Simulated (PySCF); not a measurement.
A GIAO shielding run with PySCF 2.14 (density fitting, non-relativistic, gas phase) on SMILES O=C1CO[C@@H]([SiH2]F)[C@@H]1F, C4H6F2O2Si:

```
$ OMP_NUM_THREADS=1 python probes_run.py task.json out

{"job": {"kind": "nmr", "xc": "PBE0", "basis": "pcSseg-1"}, "charge": 0, "multiplicity": 1}
O     -2.051398     1.759154    -0.562610
C     -1.369294     0.874415    -0.140055
C     -1.520400    -0.605823    -0.385702
O     -0.544027    -1.276964     0.364890
C      0.493218    -0.351499     0.748537
Si     1.886863    -0.563684    -0.542804
F      1.251790    -0.013186    -1.917416
C     -0.137258     1.029029     0.769541
F     -0.558535     1.379164     2.038550
H     -2.511310    -0.956004    -0.079670
H     -1.401658    -0.798155    -1.462156
H      0.799362    -0.640002     1.756381
H      2.120852    -1.976472    -0.759103
H      3.019739     0.308560    -0.284964
H      0.517641     1.839456     0.434669
```

Hardware: 1 thread of an Arm Neoverse N1, shared host. The job also computes population analyses, field gradients, ring-centre shieldings.

(1) How large is the calculation?

(2) How long does it take, and how much memory does it need?

## Answers

(1) 78 electrons, 190 basis functions and 1009 auxiliary functions.

(2) 59 s of wall time, with 15 SCF cycles and 5 response iterations; peak memory 0.89 GiB. Times on a shared host scatter by some tens of per cent.
